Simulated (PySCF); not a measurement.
C₂H₉FSi₃, SMILES C[Si]1(F)[SiH2]C[SiH2]1.

Coordinates come from a PBE-D3(BJ)/def2-SVP optimisation. This is a generated structure with no PubChem entry under its InChIKey; it may be hypothetical.

Calculation: PBE-D3(BJ)/def2-SVP (PySCF).

Frequencies are harmonic and unscaled.

```csv
mode,ν (cm⁻¹),IR (km/mol),moving atoms (share of kinetic energy)
1,71,1.7,"C 41 %, H 31 %, F 17 %, Si 10 %"
2,107,1.0,"H 32 %, F 25 %, C 25 %, Si 18 %"
3,142,2.0,"H 40 %, Si 36 %, F 14 %, C 10 %"
4,144,0.0,H 95 %
5,185,4.5,"Si 46 %, F 24 %, H 21 %, C 9 %"
6,192,3.3,"F 38 %, C 25 %, H 21 %, Si 16 %"
7,284,6.2,"Si 53 %, H 25 %, C 17 %"
8,320,0.3,"H 58 %, Si 39 %"
9,386,4.0,"Si 54 %, H 23 %, C 13 %, F 10 %"
10,423,10.3,"Si 68 %, H 29 %"
11,450,5.7,"H 59 %, Si 37 %"
12,528,8.7,"H 76 %, Si 12 %, C 10 %"
13,555,0.4,H 91 %
14,616,5.9,"H 48 %, C 43 %, Si 8 %"
15,622,0.8,"H 62 %, Si 25 %, C 13 %"
16,674,16.1,"H 58 %, C 31 %, Si 11 %"
17,694,47.2,"C 34 %, H 32 %, Si 25 %, F 9 %"
18,748,100.0,"H 62 %, C 26 %, Si 12 %"
19,755,39.7,"H 73 %, C 19 %"
20,758,53.7,"H 53 %, C 23 %, Si 17 %"
21,804,148.0,"H 63 %, Si 20 %, C 15 %"
22,853,78.8,"Si 44 %, F 41 %, H 12 %"
23,875,151.3,H 96 %
24,901,5.6,H 93 %
25,933,6.4,"H 88 %, C 9 %"
26,967,24.2,"H 78 %, C 20 %"
27,1209,17.3,"H 78 %, C 21 %"
28,1318,6.4,"H 92 %, C 8 %"
29,1371,3.5,H 96 %
30,1375,7.1,H 96 %
31,2126,142.0,H 98 %
32,2134,65.5,H 98 %
33,2146,90.0,H 96 %
34,2147,111.6,H 96 %
35,2974,1.0,H 97 %
36,2992,1.0,H 95 %
37,3072,0.5,"H 91 %, C 9 %"
38,3079,0.3,"H 91 %, C 9 %"
39,3080,1.3,"H 91 %, C 9 %"
```
